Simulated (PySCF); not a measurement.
C3H11PSi2.
Z-matrix (Å and degrees, GFN2-xTB geometry), rows numbered from 1:
```
C 
Si  1  1.8966
C   2  1.8881  1  108.22
C   3  1.3309  2  125.28  1   160.52
Si  4  1.8844  3  124.06  2   178.80
P   5  2.2439  4  106.03  3     3.43
H   1  1.0865  2  111.63  3   -62.11
H   1  1.0866  2  111.16  3    57.96
H   1  1.0858  2  111.19  3   177.84
H   2  1.4700  1  110.09  3  -119.43
H   2  1.4692  1  110.67  3   119.90
H   3  1.0890  2  117.52  1   -20.19
H   4  1.0832  3  118.66  2    -0.60
H   5  1.4713  4  110.43  3   126.61
H   5  1.4689  4  111.59  3  -112.88
H   6  1.3818  5   94.89  4   171.98
H   6  1.3836  5   95.42  4    79.20
```

Level of theory: TDDFT CAM-B3LYP/def2-SVPD, vertical, gas phase, core orbitals frozen in the response in PySCF.

```
state  E (eV)  E (kJ/mol)  λ (nm)       f  |μ| (D)     main configurations (H = HOMO, L = LUMO)
   S1    5.75         554   215.7  0.0015     0.26                       H-2→L (70%), H→L (25%)
   S2    6.35         613   195.1   0.016     0.81                       H→L (71%), H-2→L (25%)
   S3    6.56         633   189.0   0.054     1.47        H→L+4 (44%), H→L+5 (16%), H-1→L (13%)
   S4    6.58         635   188.4   0.288     3.40        H-1→L (63%), H→L+1 (11%), H→L+3 (10%)
   S5    6.82         658   181.8   0.152     2.42        H→L+1 (47%), H→L+3 (13%), H-1→L (13%)
   S6    7.11         686   174.3   0.261     3.11        H→L+2 (40%), H→L+3 (16%), H→L+4 (14%)
   S7    7.42         716   167.2  0.0042     0.39  H-1→L+1 (44%), H-1→L+2 (27%), H-1→L+4 (14%)
   S8    7.53         726   164.7   0.027     0.97        H→L+5 (43%), H→L+6 (21%), H→L+10 (8%)
```

Triplets (Tamm–Dancoff): T1 4.10 eV, H-1→L (86%); T2 5.20 eV, H-2→L (83%), H→L (12%); T3 5.77 eV, H→L+4 (50%), H→L+5 (24%).

The lowest singlet comes at 216 nm (554 kJ/mol) in the ultraviolet; it is very weak; its leading configuration is HOMO-2→LUMO (70%). The strongest level in the table is S4 at 6.58 eV (188 nm, f = 0.288). Löwdin shares by element: HOMO phosphorus 63%, silicon 14% or more, hydrogen 13% or more; LUMO carbon 60% or more, silicon 20% (atoms not listed hold the other 20%). Weighted by f, the mean energy of these states is 6.83 eV. The oscillator strengths of these states sum to 0.804; summed over the whole spectrum of an exact calculation they would give the number of electrons, 72 (Thomas–Reiche–Kuhn). The listed states span 1.78 eV, and the widest gap between neighbours is 0.61 eV (S1 to S2). The window holds the lowest 8 singlets.

One conformer stands for the species.
